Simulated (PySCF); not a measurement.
B3LYP has the VWN-RPA correlation part, as in Gaussian. 

```xyz
8

Sc     0.0193    -0.0695    -0.3278
F     -1.5827    -0.0370    -1.2426
N      0.9675    -1.7885    -0.0457
H      0.6732    -2.7204    -0.3679
H      1.8579    -1.9181     0.4543
N      0.8096     1.6060     0.3822
H      0.4338     2.5604     0.3013
H      1.6912     1.6819     0.9087
```

Charge 0, multiplicity 1.

Task: Give the Mulliken and meta-Löwdin atomic charges from B3LYP-D3(BJ)/def2-TZVP // BP86-D3(BJ)/def2-SVP in PySCF.

Result: 
| atom | Mulliken (e) | meta-Löwdin (e) |
|---|---|---|
| Sc1 | 1.38 | 1.31 |
| F2 | -0.52 | -0.55 |
| N3 | -0.87 | -0.82 |
| H4 | 0.22 | 0.22 |
| H5 | 0.22 | 0.21 |
| N6 | -0.87 | -0.82 |
| H7 | 0.22 | 0.22 |
| H8 | 0.22 | 0.21 |
